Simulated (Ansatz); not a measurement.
`C[O][GeH2][OH]` + `C#N` → `C[O][GeH2][C]#N` + H₂O  (formal exchange of groups at a Ge–O bond)

Calculated with Ansatz (gas phase, PBE0-D4/def2-TZVP geometries, no zero-point term in ΔE). CCSD(T)/CBS is the MP2 limit (def2-TZVPP, def2-QZVPP) plus CCSD(T) − MP2 in def2-TZVPP, frozen cores. This one scheme is used for every species. DFT in def2-TZVPP. B3LYP here is the variant with VWN-RPA as its local correlation; programs differ in this. HSE06 is defined as in plane-wave codes. For Ge outer-core shells are correlated without core-valence functions, which leaves a few kJ/mol of doubt a bond. Scalar relativity is left out up to krypton. One conformer a species, not always the lowest.

| level | ΔE (kcal/mol) | difference from CCSD(T)/CBS |
| --- | --- | --- |
| B3LYP-D4 | 4.1 | 1.0 |
| r2SCAN0-D4 | 4.0 | 0.9 |
| HSE06-D4 | 3.0 | -0.1 |
| PBE-QIDH | 3.3 | 0.2 |
| revPBE | 3.3 | 0.2 |
| r2SCANh | 4.3 | 1.2 |
| HSE06 | 3.2 | 0.1 |
| CAM-B3LYP | 5.0 | 1.9 |
| LC-ωPBE | 3.8 | 0.7 |
| HF/def2-SVP | 5.2 | 2.1 |
| CCSD/def2-SVP | 5.6 | 2.5 |
| MP2/def2-TZVPP | 3.1 | 0.0 |
| CCSD/def2-TZVPP | 3.5 | 0.4 |
| MP2/def2-QZVPP | 3.0 | -0.1 |
| HF/CBS(def2) | 5.2 | 2.1 |
| MP2/CBS(def2) | 2.9 | -0.2 |
| CCSD(T)/CBS | 3.1 | 0 |

Question: What do rigid-rotor, harmonic-oscillator terms from PBE0-D4/def2-TZVP frequencies (298.15 K, 1 bar) make of the CCSD(T)/CBS value? (Estimate.)

Answer: Computed: ΔZPE = -0.2 kcal/mol, ΔH = +3.4 kcal/mol, ΔS = 3 J/(mol·K), ΔG = +3.2 kcal/mol. Modes under 50 cm⁻¹ make the entropy rough.

Largest T1 diagnostic among the species: 0.014.

Leaving LDA and LC-ωPBE aside and taking each functional with its dispersion term where it has one, the values, not all of them listed here, spread over 1.9 kcal/mol, from HSE06-D4 to B97M-V. At CCSD(T), def2-SVP lies +2.4 kcal/mol from the extrapolated value and def2-TZVPP +0.2 kcal/mol. In def2-TZVPP, CCSD(T) changes the Hartree–Fock value by −1.9 kcal/mol (the triples alone add −0.2 kcal/mol) and MP2 by −2.1 kcal/mol.
